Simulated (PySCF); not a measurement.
Structure with atom numbers: `[F:1][C:2]([F:3])([F:4])[CH2:5][n+:6]1[cH:7][cH:8][nH:9][cH:10]1`. Each H is labelled by its parent atom.

Geometry: GFN2-xTB; GIAO shifts from PySCF 2.14.0 with density-fitted response routines, gas phase, non-relativistic, averaged over equivalent atoms.

At CAM-B3LYP/6-31G (102 basis functions, roughly 50 core-seconds):
| atoms | δ (ppm) |
| --- | --- |
| F1/F3/F4 | -87.1 |
| C10 | 132.2 |
| C2 | 128.6 |
| C7 | 125.4 |
| C8 | 120.7 |
| C5 | 53.8 |
| N6 | 175.1 |
| N9 | 166.0 |
| H(N9) | 9.53 |
| H(C10) | 8.27 |
| H(C7) | 7.88 |
| H(C8) | 7.87 |
| H(C5) | 4.86 |

Shifts are taken against calculated references (same method and geometry level): CFCl3 for 19F (184.85 ppm); 13C (200.28 ppm), 1H (33.13 ppm) vs TMS; 15N (263.31 ppm) against NH3.

What do these become at PBE0/def2-SVP?

Answers


```json
{"atoms": "F1/F3/F4", "δ at PBE0/def2-SVP": "-72.7", "change": "+14.4"}
{"atoms": "C10", "δ at PBE0/def2-SVP": "131.2", "change": "-1.0"}
{"atoms": "C2", "δ at PBE0/def2-SVP": "126.9", "change": "-1.7"}
{"atoms": "C7", "δ at PBE0/def2-SVP": "125.0", "change": "-0.4"}
{"atoms": "C8", "δ at PBE0/def2-SVP": "120.0", "change": "-0.7"}
{"atoms": "C5", "δ at PBE0/def2-SVP": "51.8", "change": "-2.0"}
{"atoms": "N6", "δ at PBE0/def2-SVP": "187.1", "change": "+12.0"}
{"atoms": "N9", "δ at PBE0/def2-SVP": "177.6", "change": "+11.6"}
{"atoms": "H(N9)", "δ at PBE0/def2-SVP": "9.68", "change": "+0.15"}
{"atoms": "H(C10)", "δ at PBE0/def2-SVP": "7.86", "change": "-0.41"}
{"atoms": "H(C7)", "δ at PBE0/def2-SVP": "7.50", "change": "-0.38"}
{"atoms": "H(C8)", "δ at PBE0/def2-SVP": "7.54", "change": "-0.33"}
{"atoms": "H(C5)", "δ at PBE0/def2-SVP": "4.62", "change": "-0.24"}
```

δ = σ(ref) − σ, references computed at the same level: CFCl3 for 19F (σ = 208.86 ppm); TMS for 13C (σ = 196.16 ppm) and 1H (σ = 31.81 ppm); 15N (σ = 271.96 ppm) against NH3.

The largest change is at F1/F3/F4 (fluorine of a CF3 group). Cost: 170 basis functions, roughly 80 core-seconds. The order of the carbon signals is the same at both levels.

Unscaled 19F shifts against computed CFCl3 carry errors that often reach 10 to 50 ppm. Experimental scales use liquid or dissolved standards, which lie at an offset from isolated NH3 (liquid NH3: subtract about 20 ppm). Unscaled 15N shifts of sp2 nitrogen come out 20 to 40 ppm too high even then.
